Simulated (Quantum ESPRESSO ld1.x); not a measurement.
Ga V, 27 electrons, occupied as [Ne] 3p6 3d9 4s2 (not the ground configuration). All-electron calculation, Dirac Kohn-Sham, exchange-only B88, spin-unpolarised, spherical densities, point nucleus; open shells are shared between the two j in proportion to 2j + 1. Program: ld1.x of Quantum ESPRESSO 7.5.

X-ray form factor f0, the Fourier transform of the density (f0(0) = 27):

sin(theta)/lambda (1/angstrom),f0 (electrons)
0.05,26.725
0.1,25.945
0.15,24.780
0.2,23.379
0.25,21.879
0.3,20.377
0.4,17.557
0.5,15.078
0.6,12.959
0.8,9.795
1,7.858
1.25,6.480
1.5,5.594
2,4.194
